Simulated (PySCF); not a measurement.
Species: ethylene sulfate, C2H4O4S.
Cartesian coordinates in Å at the GFN2-xTB level; atoms count from 1:
```
atom  x, y, z in Å
O1     1.216   -1.313    1.160
S2     1.221   -0.816   -0.169
O3     2.240   -1.206   -1.061
O4     1.088    0.785   -0.135
C5    -0.246    1.098    0.189
C6    -1.082   -0.179   -0.104
O7    -0.233   -1.046   -0.813
H8    -0.544    1.939   -0.442
H9    -0.317    1.378    1.244
H10   -1.954    0.022   -0.728
H11   -1.384   -0.659    0.832
```

Method: TDDFT PBE0/def2-SVPD, vertical, gas phase, core orbitals frozen in the response (PySCF 2.14.0, density-fitted response routines).

Transition dipole moments from the ground state, in atomic units and in the frame of the coordinates above (overall signs are arbitrary), for the states with f of 0.002 or more among the lowest 8:

```
state  E (hartree)      μx      μy      μz
   S2       0.2954   0.109  -0.022  -0.083
   S3       0.3025  -0.004  -0.014   0.105
   S4       0.3198   0.166  -0.050  -0.178
   S5       0.3241   0.068   0.308   0.022
   S6       0.3258   0.116   0.021  -0.038
   S7       0.3322   0.014   0.135   0.045
   S8       0.3354  -0.107   0.057   0.082
```

Problem. Work out the oscillator strengths.

Solution. f = (2/3) ΔE |μ|² with ΔE in hartree (27.2114 eV).

```csv
state,|μ|² (au),|μ| (D),f
S2,0.019,0.35,0.004
S3,0.011,0.27,0.002
S4,0.062,0.63,0.013
S5,0.100,0.80,0.022
S6,0.015,0.31,0.003
S7,0.020,0.36,0.005
S8,0.021,0.37,0.005
```

Problem. What angle do the transition dipoles of S4 and S5 make?

Solution. |cos θ| = |μa·μb| / (|μa| |μb|) = 0.10, so θ ≈ 84° (taken between 0 and 90°, since the signs are arbitrary).

Problem. How is the summed strength of these states shared among x, y and z?

Solution. (2/3) Σ ΔE μα² gives 0.015 for x, 0.026 for y and 0.013 for z, 0.053 in all.

Problem. What peak molar absorption coefficient would the strongest computed level give as a lone Gaussian band 0.3 eV wide at half height?

Solution. ε(max) = 2.175×10⁸ f / FWHM, with the width in cm⁻¹. S5: 2.175×10⁸ × 0.0215 / 2420 ≈ 1900 L mol⁻¹ cm⁻¹.

One conformer stands for the species.
